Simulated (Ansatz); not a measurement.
Born–Oppenheimer molecular dynamics of Cl2FHOTi (6 atoms, charge 0, multiplicity 1). It starts from a relaxed structure.

Theory: RKS B3LYP/def2-SVP (Ansatz 0.2.0).

```yaml
ensemble: NVT, Nosé–Hoover chain
time_step: 0.5 fs
steps_asked: 300
set_temperature: 200 K
thermostat: time constant 100 fs, chain length 3 (defaults)
temperature_schedule: 75 steps to 200 K, then 225 steps to 600 K
seed: 928461
```

First frame:

```xyz
6
Properties=species:S:1:pos:R:3
Ti -0.045 -0.059 -0.014
Cl 0.037 -0.059 2.180
O 1.580 -0.164 -0.653
H 2.358 -0.736 -0.646
F -0.764 1.414 -0.588
Cl -1.208 -1.790 -0.703
```

(1) How far do the bonds stretch over the last three quarters of this one trajectory? (Pairs bonded in most of those frames.)

## Answers

(1) 
| bond | mean (Å) | spread (Å) | shortest | longest |
| --- | --- | --- | --- | --- |
| Ti1–Cl2 | 2.198 | 0.021 | 2.17 | 2.24 |
| Ti1–O3 | 1.744 | 0.025 | 1.71 | 1.79 |
| Ti1–F5 | 1.734 | 0.029 | 1.69 | 1.78 |
| Ti1–Cl6 | 2.201 | 0.016 | 2.16 | 2.22 |
| O3–H4 | 0.967 | 0.024 | 0.93 | 1.00 |

Mean temperature of the second half: 148 K. The conserved energy stayed within 0.23 meV per atom of its start (net change 0.0055 meV per atom), so the integration is sound. The schedule's set-point averaged 467 K over the second half and the system 148 K, so it lags behind the ramp. A run of 0.15 ps of so small a system gives no equilibrium averages.

Run time: 16 min on 2 threads of Arm Neoverse V2, on a shared host, peak memory 0.24 GiB.
